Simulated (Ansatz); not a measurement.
`CO[SiH2][SiH2]O`, charge 0, multiplicity 1.

(1) Give a relaxed structure at PBE0-D4/def2-TZVP (Ansatz 0.2.0). (An estimate is asked.)

## Answers

(1) Ansatz gave: 
Z-matrix (Å, degrees):
```
C
O 1 1.411
H 1 1.096 2 111.2
H 1 1.091 2 108.5 3 -119.4
H 1 1.096 2 111.2 3 121.3
Si 2 1.660 1 122.7 3 -60.7
Si 6 2.353 2 99.1 1 179.8
H 6 1.493 2 110.1 1 -58.7
H 6 1.493 2 110.0 1 58.5
O 7 1.652 6 104.1 2 -2.6
H 7 1.488 6 112.5 2 -121.9
H 7 1.489 6 112.2 2 116.9
H 10 0.962 7 113.3 6 2.5
```
This is one stationary point; other conformers may exist.
